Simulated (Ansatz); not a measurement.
C (SMILES [C-]), charge -1, quartet (a gas-phase anion, which may not be bound at this level); HF/def2-SVP (Ansatz, a quantum-chemistry and plane-wave program).

Here is a job for Ansatz.
Ansatz 0.2 input:
```yaml
crystal:
  periodic: [false, false, false]
  atoms:
    - {symbol: C, position_ang: [0.00000000, 0.00000000, 0.00000000]}
basis:
  gaussian:
    orbitals: def2-SVP
hamiltonian:
  xc: hf
total_charge: -1
magnetization: {spin_polarized: true, initial_magnetization: 3}
scf: {lower_state_search: full}
```

Output, abridged:

```
Functional definition: HF
73 factors; integrals over basis functions are off by at most 1.6e-4 eV
mean field evaluation 1: about -1023.9297 eV, gradient 6.9e0 eV
mean field evaluation 2: about -1023.9294 eV, gradient 6.9e0 eV
mean field evaluation 4: about -1024.3697 eV, gradient 5.4e-1 eV
mean field evaluation 8: about -1024.3733 eV, gradient 1.4e-4 eV
mean field evaluation 16: about -1024.3665 eV, gradient 6.8e-1 eV
mean field evaluation 32: about -1017.0091 eV, gradient 4.9e-4 eV
mean field -1024.37332026 eV, -37.6450251744 hartree, gradient 1.4e-5 eV, S^2 3.755564; 3 other end points of the search recorded, 0 dependent functions left out
reference -1024.37332026 eV, -37.6450251744 hartree; 5, 2 occupied and 9, 12 virtual orbitals, 73 factors
Total energy: -1024.37332026 eV, -37.6450251744 hartree
```
